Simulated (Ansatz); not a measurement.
C$_{2}$H$_{5}$F$_{3}$Si, SMILES `CC[Si](F)(F)F`, 11 atoms. Total charge 0; spin multiplicity 1. All runs use 4 threads of a server CPU on a shared host. Correlated methods freeze the cores.

Question: Give the basis size and wall time and peak host memory of each of these runs in Ansatz. RKS PBE0-D4/def2-TZVP frequencies; RKS ωB97M-V/def2-SVP energy; RHF-CCSD(T)/def2-SVP energy; RKS r2SCANh-D4/def2-TZVPP energy; RKS ωB97M-V/def2-QZVPP energy; RHF-CCSD(T)/def2-TZVPP energy; RKS ωB97X-V/def2-TZVPP energy; RKS PBE0-D4/def2-TZVP relaxation (6 steps); RKS B97M-V/def2-TZVPP energy; RKS PBE0-D4/def2-SVP energy; RKS BLYP-D4/def2-TZVPP energy; direct RPA on PBE orbitals/def2-TZVPP energy. (Estimate.)

Answer: The calculation gave: Other jobs shared the machine, so times are rough.

```json
{"level": "RKS PBE0-D4/def2-SVP", "job": "energy", "functions": "113", "wall time": "5 s", "peak host memory (GiB)": "0.28"}
{"level": "RKS BLYP-D4/def2-TZVPP", "job": "energy", "functions": "267", "wall time": "9.6 s", "peak host memory (GiB)": "0.37"}
{"level": "RKS ωB97M-V/def2-SVP", "job": "energy", "functions": "113", "wall time": "18 s", "peak host memory (GiB)": "0.38"}
{"level": "RKS r2SCANh-D4/def2-TZVPP", "job": "energy", "functions": "267", "wall time": "26 s", "peak host memory (GiB)": "0.74"}
{"level": "RKS ωB97X-V/def2-TZVPP", "job": "energy", "functions": "267", "wall time": "31 s", "peak host memory (GiB)": "0.87"}
{"level": "direct RPA on PBE orbitals/def2-TZVPP", "job": "energy", "functions": "267", "wall time": "31 s", "peak host memory (GiB)": "0.68"}
{"level": "RHF-CCSD(T)/def2-SVP", "job": "energy", "functions": "113", "wall time": "36 s", "peak host memory (GiB)": "0.64"}
{"level": "RKS B97M-V/def2-TZVPP", "job": "energy", "functions": "267", "wall time": "42 s", "peak host memory (GiB)": "0.46"}
{"level": "RKS ωB97M-V/def2-QZVPP", "job": "energy", "functions": "505", "wall time": "110 s", "peak host memory (GiB)": "2.3"}
{"level": "RKS PBE0-D4/def2-TZVP", "job": "relaxation (6 steps)", "functions": "222", "wall time": "2 min", "peak host memory (GiB)": "0.64"}
{"level": "RKS PBE0-D4/def2-TZVP", "job": "frequencies", "functions": "222", "wall time": "14 min", "peak host memory (GiB)": "0.69"}
{"level": "RHF-CCSD(T)/def2-TZVPP", "job": "energy", "functions": "267", "wall time": "22 min", "peak host memory (GiB)": "7.3"}
```
